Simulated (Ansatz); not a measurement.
BClH4OSi (`[SiH3]OBCl`), relaxed with RKS PBE-D4/def2-SVP in the Gaussian-basis code of Ansatz from a rough embedded geometry. The force threshold is 0.03 eV/Å; the program also tests the step.

The species carries charge 0 and has multiplicity 1.

Start:

```xyz
8

Si   -0.273    0.683   -0.795
O     0.257   -0.905   -0.565
B     0.241   -1.084    0.862
Cl    1.846   -0.716    1.892
H    -0.331    0.937   -2.306
H    -1.677    0.869   -0.319
H     0.607    1.694   -0.208
H    -0.670   -1.479    1.439
```

**Question.** How much energy does the relaxation release, and in how many steps? (Estimate.)

**Answer.** The calculation gave: 93.77 kJ/mol, in 24 steps, 3 of them rejected.

**Question.** Which bonds change most? (Estimate.)

**Answer.** Ansatz gave: B3–Cl4 from 1.943 to 1.785 Å; O2–B3 from 1.438 to 1.347 Å; B3–H8 from 1.148 to 1.212 Å; Si1–H7 from 1.463 to 1.500 Å.

**Question.** Give the relaxed structure. (Estimate.)

**Answer.** Ansatz gave: 
```xyz
8

Si   -0.371    0.897   -0.737
O    -0.662   -0.390    0.355
B     0.207   -1.197    0.995
Cl    1.965   -1.002    0.759
H     0.337    0.380   -1.954
H    -1.727    1.415   -1.100
H     0.436    1.965   -0.060
H    -0.185   -2.068    1.742
```
